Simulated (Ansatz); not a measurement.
A structure relaxed at r2SCAN-D4/def2-SVP in Ansatz, charge 1, singlet:

```xyz
7

Sb    0.2651    1.7997    1.1502
Ag    2.7237    1.2962    0.2540
Ag   -0.5430    1.8109   -1.4005
Ag    0.8589   -0.5549   -0.5096
Ag   -1.8314   -0.7210   -0.9933
Ag   -0.6743   -2.9454   -0.1187
Ag   -0.7989   -0.6856    1.6179
```

(1) Give its formula.

(2) Summarise the bond lengths by kind (pairs closer than 1.2 times the sum of covalent radii, bridged metal pairs left out).

Answers

(1) the cluster Ag6Sb⁺.

(2) 6 × Ag–Ag 2.66 to 2.87 Å; 4 × Ag–Sb 2.66 to 2.94 Å.

In the def2 sets Ag, Sb take a core potential; there is no spin–orbit coupling. The restricted singlet is unstable towards broken spin symmetry in Hartree–Fock (as tested in another run); at r2SCAN-D4/def2-SVP this wasn't settled. Another isomer (singlet) lies 0.16 eV lower at PBE0-D4/def2-TZVP; other spin states weren't run for this one.
